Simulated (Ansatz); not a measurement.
`[NH2][Mo](=[O])([F])=[S]` + HCl → `[NH2][Mo](=[O])(=[S])[Cl]` + H–F at 298.15 K and 1 bar (ligand exchange at a Mo–F bond).

Isolated molecules relaxed with PBE0-D4/def2-TZVP in Ansatz; ΔE leaves out vibrations. CCSD(T)/CBS adds triple-zeta CCSD(T) − MP2 to the extrapolated MP2 energy (def2 sets, frozen cores). This one scheme is used for every species. def2 core potentials past Kr. For Mo outer-core shells are correlated without core-valence functions, which leaves a few kJ/mol of doubt a bond. Each species was taken in one conformer, which may not be the lowest.

```
                    species  CCSD(T)/CBS energy (Eh)  H − E (kJ/mol)  S (J/(mol·K))
 `[NH2][Mo](=[O])([F])=[S]`               -696.93442           106.7          341.6
                        HCl               -460.38127            26.6          186.8
`[NH2][Mo](=[O])(=[S])[Cl]`              -1056.92850           105.2          353.5
                        H–F               -100.39570            33.5          173.6
```

H − E and S are ideal-gas, rigid-rotor, harmonic terms from PBE0-D4/def2-TZVP, for one conformer and one mirror image of each species. 1 Eh = 2625.50 kJ/mol, R = 8.31446 J/(mol·K).

Task: By hand: ΔE, ΔH, ΔS and ΔG.

Result: ΔE = (-1056.92850) + (-100.39570) − (-696.93442) − (-460.38127) = -0.00851 Eh = -22.3 kJ/mol. Δ(H − E) = 105.2 + 33.5 − 106.7 − 26.6 = 5.4, so ΔH = -16.9 kJ/mol. ΔS = 353.5 + 173.6 − 341.6 − 186.8 = -1.3 J/(mol·K). ΔG = -16.9 − 298.15 × (-1.3)/1000 = -16.5 kJ/mol.

Task: By hand: the equilibrium constant, and the temperature at which ΔG would vanish if ΔH and ΔS stayed fixed.

Result: log₁₀ K = −ΔG/(RT ln 10) = 2.9. ΔG = 0 at ΔH/ΔS = 13000 K, far beyond where these terms or the molecules hold.

The number of gas molecules stays the same, so ΔS is small and ΔH decides. A doubt of 5 kJ/mol in ΔE shifts log₁₀ K by 0.9 here. Other conformers and mirror images would add mixing entropy, several J/(mol·K) or more a flexible species. These are equilibria of isolated gas molecules and say nothing of rates. Largest T1 diagnostic: 0.025 (customary marks: 0.02 for closed shells, 0.045 for open ones).
